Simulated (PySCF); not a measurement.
# RbSr⁺: one state, many levels of theory

State: ¹Σ⁺ (singlet), closed shell. Set-up: Rb def2-SVP with ECP28, Sr def2-SVP with ECP28; scalar-relativistic core potentials (PySCF 2.14). De refers to Rb⁺ + Sr in their ground configurations, without counterpoise correction. A positive dipole points towards Sr; it is taken about the centre of mass and depends on that origin.

```json
{"Level": "RHF-MP2", "Re (Å)": "4.549", "ωe (cm⁻¹)": "49.8", "De (eV)": "0.441", "μ (D)": "n/a"}
{"Level": "RHF-SCS-MP2", "Re (Å)": "4.591", "ωe (cm⁻¹)": "48.9", "De (eV)": "0.424", "μ (D)": "n/a"}
{"Level": "RHF-CCSD", "Re (Å)": "4.584", "ωe (cm⁻¹)": "50.0", "De (eV)": "0.457", "μ (D)": "n/a"}
{"Level": "RHF-CCSD(T)", "Re (Å)": "4.574", "ωe (cm⁻¹)": "50.3", "De (eV)": "0.465", "μ (D)": "n/a"}
{"Level": "PBE", "Re (Å)": "4.438", "ωe (cm⁻¹)": "55.9", "De (eV)": "0.56", "μ (D)": "-2.97"}
{"Level": "PBEsol", "Re (Å)": "4.397", "ωe (cm⁻¹)": "56.8", "De (eV)": "0.55", "μ (D)": "-3.05"}
{"Level": "r²SCAN", "Re (Å)": "4.534", "ωe (cm⁻¹)": "54.1", "De (eV)": "0.466", "μ (D)": "-3.75"}
{"Level": "PBE0", "Re (Å)": "4.460", "ωe (cm⁻¹)": "56.2", "De (eV)": "0.53", "μ (D)": "-3.16"}
{"Level": "r²SCAN0", "Re (Å)": "4.512", "ωe (cm⁻¹)": "54.7", "De (eV)": "0.465", "μ (D)": "-3.69"}
{"Level": "M06", "Re (Å)": "4.467", "ωe (cm⁻¹)": "47.8", "De (eV)": "0.389", "μ (D)": "-4.95"}
{"Level": "ωB97X", "Re (Å)": "4.447", "ωe (cm⁻¹)": "55.4", "De (eV)": "0.372", "μ (D)": "-4.09"}
```

The bond length runs from 4.397 Å (PBEsol) to 4.591 Å (RHF-SCS-MP2). De spans 0.37 eV (ωB97X, range-separated hybrid) to 0.56 eV (PBE, GGA).

Correlated steps freeze no core orbitals. Closed-shell solutions of metal pairs were not tested for spin polarisation, which can lower them a little. Correlated levels converge slowly with the basis: in double zeta they bind strong bonds too weakly, by up to about 1 eV, and carry superposition errors of some tenths. For an ion De counts to the pair picked by the measured ionisation energies or electron affinities, which need not be the lowest pair at this level.
